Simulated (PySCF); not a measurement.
**Electron correlation in Bi (bismuth, neutral)**

[Xe] 4f14 5d10 6s2 6p3, high-spin 4S determinant. Computed with PySCF 2.14 in ANO-RCC-VTZP (8s7p5d3f2g, 93 functions), with scalar relativity by spin-free X2C-1e. Frozen: [Kr] 4d10 4f14; 23 electrons correlated.

MP2 pair energies summed by pair of shells (mhartree):

| pair | energy | share (%) |
| --- | --- | --- |
| 5d-5d | -285.96 | 43.5 |
| 5p-5d | -108.80 | 16.6 |
| 5d-6s | -78.84 | 12.0 |
| 5d-6p | -63.17 | 9.6 |
| 6s-6p | -32.75 | 5.0 |
| 5p-5p | -24.88 | 3.8 |
| 5s-5d | -16.72 | 2.5 |
| 5s-5p | -10.98 | 1.7 |
| 6p-6p | -10.74 | 1.6 |
| 5p-6s | -9.09 | 1.4 |
| 6s-6s | -7.46 | 1.1 |
| 5p-6p | -5.14 | 0.8 |
| 5s-5s | -1.66 | 0.3 |
| 5s-6s | -0.55 | 0.1 |
| 5s-6p | -0.42 | 0.1 |

Total MP2 correlation energy: -657.14 mhartree.

Same-spin part -237.89 and opposite-spin part -419.26 mhartree; SCS-MP2 scales them by 1/3 and 6/5 to -582.41 mhartree.

Spin-orbit coupling is strong in this species, so the high-spin LS determinant is a model state.
